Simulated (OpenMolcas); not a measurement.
Levels of Pd²⁺ by method

* Program: OpenMolcas
* Basis: ANO-RCC-VQZP [8s7p5d3f2g1h]
* Scalar Hamiltonian: DKH2, point nucleus
* Active space: 8 electrons in 6 orbitals (4d 5s)
* State averaging: 2S+1 = 3 even, 55 roots; 2S+1 = 5 even, 10 roots kept (CI in the orbitals of an earlier block); 2S+1 = 1 even, 43 roots kept (CI in the orbitals of an earlier block)
* Spin-orbit coupling: state interaction with AMFI integrals over the reference wave functions, term energies averaged over their components

Methods on the same reference wave functions:
A. CASSCF
B. SS-CASPT2, IPEA 0.25 Eh, imaginary shift 0.1 Eh (closed shells correlated: 4s 4p)
C. MS-CASPT2, IPEA 0.25 Eh, imaginary shift 0.1 Eh (closed shells correlated: 4s 4p)

Energies in cm-1 above 4d8 3F4, the measured ground level; measured values from Moore, Atomic Energy Levels, vol. III, NSRDS-NBS 35 (1971 reprint of NBS Circular 467, 1958).

```
            Level      A      B      C  Measured
          4d8 3F4    0.0    0.0    0.0       0.0
          4d8 3F3   3286   3310   3310      3230
          4d8 3F2   5029   4710   4710      4687
          4d8 3P1  17488  13610  13560     13470
          4d8 3P0  17834  13850  13800     13699
          4d8 1G4  22018  18020  17980     17880
       4d7 5s 5F5  46478  53000  53010     52916
       4d7 5s 5F4  48543  55050  55060     55089
       4d7 5s 5F3  50124  56640  56650     56742
       4d7 5s 5F2  51216  57710  57720     57845
          4d8 1S0  51853  41510  41520          
       4d7 5s 5F1  51899  58380  58380     58527
    4d7 5s 3F4(1)  58314  62540  62550          
    4d7 5s 3F3(1)  61089  65300  65300          
    4d7 5s 3F2(1)  62776  67000  67000          
       4d7 5s 5P3  62969  66430  66430     65708
4d7 5s 5P2 [74 %]  63322  66490  66500     65788
       4d7 5s 5P1  64491  67810  67810     67151
       4d7 5s 3G5  66337  70460  70470     69986
       4d7 5s 3G4  67402  71440  71450     71047
```

Deviations, from unrounded energies. A percentage is the sum of absolute deviations over the sum of measured energies, with the sign that they share, or ± where signs differ.

```
                        Against measurement  Levels      A     B     C
             mean absolute deviation (cm-1)      15   4000   260   260
      fine structure of the ground term (%)       2   +5.0  +1.3  +1.3
other terms of the ground configuration (%)       3  +27.3  +0.9  +0.6
                   other configurations (%)      10   -7.7  ±0.6  ±0.6
```

B, C lie about equally close to measurement and A furthest from it. The largest miss of C in the table is 4d7 5s 5P3, by +730 cm-1. The ranking rests on the paired levels alone, and a cruder setting can come out closer through cancelling errors.

Between B and C the level of the table that moves most is 4d8 3P0, by 51 cm-1 (lowest in C, highest in B). Moves below CASPT2's spread within the term are not significant.

The two smallest mean deviations differ by little beside CASPT2's spread within terms, so their order carries little weight.

From A to B the spin-free energies of the other terms of 4d8 shown, above 3F, scale by factors of 0.73 to 0.79, as is usual when dynamic correlation screens the repulsion within a d or f shell.

The lowest spin-free term lies below A's lowest term by 0.610 hartree in B, 0.610 hartree in C.

CASPT2 breaks the degeneracy within a term, and the mean is taken; among the terms shown or strongly mixed into the levels shown the widest spread is 1200 cm-1 (4d7 5s 5F, C). Terms from blocks run as CI alone lack orbitals of their own. A single d shell beside an s shell can misplace configurations of different d count against each other. Without dynamic correlation excited terms often stand tens of per cent too high (terms of higher spin than the ground term too low), and those without a measured partner can miss by more than the paired ones (holds for A). Measured partners are found by configuration, term and J. A level has none where our copy of the source lacks it or the pairing is in doubt (some pairs that miss far off the trend of their configuration count as doubtful), and it then counts in no deviation. Only configurations of the active space appear. The table leaves out levels that lie high or whose names do not pair safely across all columns.

A share in square brackets marks a mixed level and gives the weight of the term that names it, the lowest over the columns. A number in round brackets counts repeated terms of one configuration in the order of the reference energies.
